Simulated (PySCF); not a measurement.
# I: ionisation energy

I [Kr] 4d10 5s2 5p5 (2P) → I⁺ [Kr] 4d10 5s2 5p4 (3P), as a difference of total energies. Calculation: PySCF 2.14, in aug-cc-pVTZ-PP with ECP28MDF; scalar relativity through the core potential. Correlated levels: valence: 4s2 4p6 4d10 frozen. The calculations carry no spin-orbit coupling.

```json
{"method": "UHF", "ionisation energy (eV)": "9.546"}
{"method": "LDA", "ionisation energy (eV)": "10.784"}
{"method": "PBE", "ionisation energy (eV)": "10.498"}
{"method": "PBE0", "ionisation energy (eV)": "10.525"}
{"method": "r2SCAN", "ionisation energy (eV)": "10.531"}
{"method": "B2PLYP", "ionisation energy (eV)": "10.466"}
{"method": "BP86", "ionisation energy (eV)": "10.654"}
{"method": "M06", "ionisation energy (eV)": "10.353"}
{"method": "wB97X", "ionisation energy (eV)": "10.612"}
{"method": "MP2 (valence)", "ionisation energy (eV)": "10.287"}
{"method": "SCS-MP2 (valence)", "ionisation energy (eV)": "10.288"}
```

Problem. How much does correlation contribute at MP2 (valence)?

Solution. 10.287 − (9.546) = 0.741 eV, measured against UHF.

Errors of the correlated levels include the incompleteness of this basis and the frozen core.

For comparison: 10.519 eV (measured; NIST levels, between the centres of gravity of the two terms).
